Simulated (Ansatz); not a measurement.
`O[SiH](F)NBS` + `O[SiH](O)O` → `O[SiH](O)O[SiH](O)F` + `NBS`  (ligand exchange at the Si–N bond)

Program: Ansatz. Geometries: PBE0-D4/def2-TZVP. ΔE: electronic, gas phase. CBS: MP2 limit from def2 TZ/QZ plus the TZ coupled-cluster correction, frozen cores. Functionals use def2-TZVPP. B3LYP here is the variant with VWN-RPA as its local correlation; programs differ in this. One conformer a species, not always the lowest.

`O[SiH](F)NBS`:

```xyz
11

O    -0.862    0.156   -2.094
Si   -0.795    1.089   -0.768
F    -0.251    2.552   -1.094
N     0.316    0.483    0.403
B     0.391   -0.853    0.844
S     1.582   -1.331    2.116
H    -0.043   -0.176   -2.468
H    -2.181    1.216   -0.296
H     0.926    1.167    0.832
H    -0.334   -1.675    0.369
H     1.251   -2.629    2.157
```

`O[SiH](O)O`:

Cartesian coordinates in Å:
```
O 0.359 1.174 -1.089
Si -0.180 -0.125 -0.265
O -0.700 0.205 1.257
O 1.051 -1.181 -0.071
H 1.202 1.548 -0.826
H -1.285 -0.652 -1.089
H -1.487 0.742 1.355
H 1.039 -1.711 0.727
```

`O[SiH](O)O[SiH](O)F`:

```xyz
12

O    -1.939    1.548   -1.130
Si   -0.583    1.316   -0.268
O    -0.960    1.350    1.320
O     0.124   -0.126   -0.617
Si    0.685   -1.480    0.061
O     2.104   -1.933   -0.570
F     0.848   -1.154    1.623
H    -2.750    1.145   -0.816
H     0.352    2.375   -0.678
H    -0.409    0.844    1.922
H    -0.237   -2.613   -0.064
H     2.765   -1.272   -0.782
```

`NBS`:

Cartesian coordinates in Å:
```
N -0.197 -0.516 1.042
B -0.169 0.245 -0.123
S 1.082 -0.090 -1.397
H 0.444 -1.264 1.244
H -0.875 -0.356 1.765
H -0.969 1.116 -0.284
H 0.684 0.865 -2.248
```

(1) Is it downhill or uphill in electronic energy at CCSD(T)/CBS, and by how much? (An estimate is asked.)

(2) What do these levels give: r2SCAN-D4, B3LYP-D4, ωB97X-V, CCSD/def2-TZVPP, HF/def2-QZVPP, MP2/CBS(def2)? (An estimate is asked.)

Largest T1 diagnostic among the species: 0.012.

Results:

(1) Ansatz gave: Downhill: ΔE = -0.74 eV.

(2) Ansatz gave: r2SCAN-D4 -0.75, B3LYP-D4 -0.77, ωB97X-V -0.76, CCSD/def2-TZVPP -0.75, HF/def2-QZVPP -0.85, MP2/CBS(def2) -0.73 eV.

In def2-TZVPP, CCSD(T) changes the Hartree–Fock value by +0.11 eV (the triples alone add +0.02 eV) and MP2 by +0.11 eV.
